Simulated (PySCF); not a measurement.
Level of theory: UPBE0 in PySCF with Pd def2-SVP with ECP28, O def2-SVP, H def2-SVP; scalar-relativistic core potentials, no spin–orbit coupling; density-fitted integrals.

```xyz
5
charge 0 multiplicity 3, angstrom
Pd    0.0000    0.0000    0.0000
O     0.0645    0.0000    1.8878
O    -0.0645    0.0000   -1.8878
H    -0.7647    0.0000    2.3827
H     0.7647    0.0000   -2.3827
```

Pd(OH)2 (triplet), along the line from Pd1 (at 0) through O2 (at 1.889 Å). Core electrons replaced by a potential are absent, the electrostatic potential uses the reduced nuclear charge, and values within about 0.7 Å of such atoms have no physical meaning.

Question: Tabulate the fields along this line at 0.76, 0.94, 1.13, 1.32, 1.51, 1.70, 1.98, 2.17, 2.36, 2.55, 2.74, 2.93 Å.

Answer: 
| distance (Å) | electron density (e/Å³) | spin density (e/Å³) | electron localisation function | electrostatic potential (V) |
| --- | --- | --- | --- | --- |
| 0.76 | 2.04 | 0.266 | 0.352 | 36.8 |
| 0.94 | 0.967 | 0.0391 | 0.158 | 18.2 |
| 1.13 | 1.21 | -0.0066 | 0.566 | 13.5 |
| 1.32 | 2.42 | 0.0172 | 0.848 | 23.8 |
| 1.51 | 4.99 | 0.111 | 0.696 | 72 |
| 1.70 | 14.4 | 0.247 | 0.134 | 282 |
| 1.98 | 129 | 0.197 | 0.974 | 779 |
| 2.17 | 6.73 | 0.276 | 0.285 | 136 |
| 2.36 | 3.28 | 0.13 | 0.795 | 38.3 |
| 2.55 | 1.4 | 0.0518 | 0.793 | 11.3 |
| 2.74 | 0.545 | 0.0181 | 0.666 | 3.09 |
| 2.93 | 0.208 | 0.0059 | 0.44 | 0.568 |

Open d and f shells are described by one determinant, and the ground state may have another occupation or spin.
